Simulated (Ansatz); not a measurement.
# Relative stability

The two ends of one reaction step of GeSiH4F2, closed shell (PBE0-D4/def2-TZVP).

A:

```json
{"atom": "Ge1", "x (Å)": "-0.9325", "y (Å)": "0.0233", "z (Å)": "0.7664"}
{"atom": "Si2", "x (Å)": "0.9279", "y (Å)": "-0.0558", "z (Å)": "-0.7115"}
{"atom": "H3", "x (Å)": "2.0461", "y (Å)": "-0.9324", "z (Å)": "-0.2936"}
{"atom": "F4", "x (Å)": "1.5193", "y (Å)": "1.4109", "z (Å)": "-0.8989"}
{"atom": "F5", "x (Å)": "0.4460", "y (Å)": "-0.5528", "z (Å)": "-2.1457"}
{"atom": "H6", "x (Å)": "-1.5213", "y (Å)": "-1.3862", "z (Å)": "0.9268"}
{"atom": "H7", "x (Å)": "-2.0113", "y (Å)": "0.9644", "z (Å)": "0.2138"}
{"atom": "H8", "x (Å)": "-0.4743", "y (Å)": "0.5285", "z (Å)": "2.1426"}
```

B:

| atom | x (Å) | y (Å) | z (Å) |
| --- | --- | --- | --- |
| Ge1 | -0.9435 | -0.1524 | 0.8904 |
| Si2 | 1.2911 | 0.7587 | -1.7850 |
| H3 | -0.6351 | 0.5613 | -0.4570 |
| F4 | 2.1737 | 0.7437 | -0.4390 |
| F5 | 1.2330 | -0.8161 | -2.1010 |
| H6 | -0.1443 | -1.4565 | 0.9285 |
| H7 | -2.4510 | -0.4263 | 0.9390 |
| H8 | -0.5239 | 0.7877 | 2.0239 |

Program: Ansatz 0.2.0. Basis: def2-TZVPP. Cores are frozen in the correlated methods. Filled d shells of the heavier atoms are correlated. The def2 sets are not built for correlating such inner shells, so the correlated values are less sure here. B3LYP uses VWN-RPA correlation.

(1) Which structure is lower at CCSD(T), and by how much? (Judge from chemistry; the value comes from the calculation.)

The T1 diagnostic stays at or below 0.014.

Results:

(1) By the calculation: A, by 137.3 kJ/mol (electronic energy, against the other). By their contacts, A is GeSiH₄F₂ ([F][SiH]([F])[GeH3]) and B is a complex of GeH₄ + SiF₂.

All methods give the same order:

| method | E(B) − E(A) (kJ/mol) |
| --- | --- |
| SPW92 | 139.5 |
| PBE-D4 | 129.6 |
| BLYP-D4 | 113.0 |
| r2SCAN-D4 | 150.5 |
| B97M-V | 132.9 |
| PBE0-D4 | 145.5 |
| B3LYP-D4 | 127.9 |
| r2SCAN0-D4 | 156.9 |
| BHLYP-D4 | 143.9 |
| CAM-B3LYP-D4 | 134.1 |
| wB97X-V | 144.9 |
| wB97M-V | 124.2 |
| B2PLYP | 134.9 |
| PBE-QIDH | 156.3 |
| RPA on PBE | 127.2 |
| HF | 149.3 |
| MP2 | 147.2 |
| CCSD | 139.1 |
| CCSD(T) | 137.3 |

Labels in which every atom is bracketed show which atoms are joined, not bond orders.

For scale, one of the runs: CCSD(T)/def2-TZVPP, 208 basis functions, launched by `ansatz run in.yaml --threads 4 --pin off --events-out ev --progress --plain --max-ram 9574MiB`. Time: 87 s of wall clock on 4 CPU threads of an Arm Neoverse V2; the host was shared. Peak host memory: 2.9 GiB.
